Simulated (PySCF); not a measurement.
Numbering as in the mapped SMILES `[CH3:1][n:2]1[cH:3][cH:4][c:5]([OH:6])[cH:7]1`. Hydrogens are named by the atom that carries them.

All values are calculated (PySCF 2.14): coordinates at the GFN2-xTB level, σ from GIAO-PBE0/pcSseg-1. Single conformer, non-relativistic Hamiltonian, in vacuum, one averaged value for each set of equivalent atoms.

References, each an isolated molecule treated in the same way: $^{13}$C (σ = 186.93 ppm) vs TMS.

Do the $^{13}$C shifts follow the atomic charges (in e)? Tabulate both.

Results:


```csv
atoms,hybridisation,δ (ppm),σ para (ppm),Hirshfeld,IAO,Mulliken,ESP-fitted
C5,sp2,153.6,-223,+0.03,+0.16,+0.10,+0.40
C3,sp2,122.3,-188,-0.04,-0.12,+0.18,-0.45
C7,sp2,104.8,-174,-0.08,-0.21,+0.10,-0.68
C4,sp2,102.6,-171,-0.12,-0.26,-0.20,-0.31
C1,sp3,37.1,-93,-0.05,-0.31,-0.04,-0.39
```

Correlation coefficients of δ with charge over these carbons: Hirshfeld +0.44, IAO +0.84, Mulliken +0.45, ESP-fitted +0.54; with the paramagnetic shielding -1.00. Among the 4 sp2 carbons alone: Hirshfeld +0.97, IAO +1.00, Mulliken +0.48, ESP-fitted +0.88. With so few points, grouped by hybridisation, these coefficients are fragile. Charge is one influence among several: hybridisation and low-lying excitations act through the paramagnetic term.

Shifts are as computed. Against solution values, carbons near 30 ppm lie about +3 ppm off and those near 130 ppm about +5 ppm. Of 1211 compounds with measured shifts, 218 miss one by over three times the rms of a fit or turn the order of signals round; such compounds aren't used in these exercises.
